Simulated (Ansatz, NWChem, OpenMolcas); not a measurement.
**How methods differ on CsBr (SMILES [Br][Cs])**

The species is CsBr (2 atoms), meant as a singlet with charge 0. SMILES: `[Br][Cs]`. Geometry: the measured bond length.

```xyz
2

Br    0.0000    0.0000    0.0000
Cs    0.0000    0.0000    3.0723
```

Each level gives the vertical energy of the triplet above the singlet (eV). The values are calculated.

```csv
level,kind,program,value (eV),CPU time (all runs)
HF/def2-TZVPP (core potential),Hartree–Fock,OpenMolcas,3.80,12 s
SVWN5/def2-TZVPP (core potential),LDA,Ansatz,4.58,20 s
revPBE/def2-TZVPP (core potential),GGA,NWChem,4.45,2.5 min
M06-2X/def2-TZVPP (core potential),hybrid meta-GGA,OpenMolcas,4.48,44 s
wB97X/def2-TZVPP (core potential),range-separated hybrid,NWChem,4.71,78 s
RPA@PBE/def2-TZVPP (core potential),RPA,Ansatz,4.05,2.2 min
MP3/def2-TZVPP (core potential),perturbation theory,NWChem,4.42,58 s
BCCD(T)/def2-TZVPP (core potential),coupled cluster or CI,Ansatz,4.41,53 s
```

Spin-orbit coupling, which can split open shells on such heavy atoms by tenths of an eV, is left out. The values span 3.80 to 4.71 eV. In the correlated wave-function rows the outer d shell of Br is correlated, in sets not made for it. Times are those of the runs behind each value, whatever else they computed, on shared processors of several kinds: orders of magnitude only.
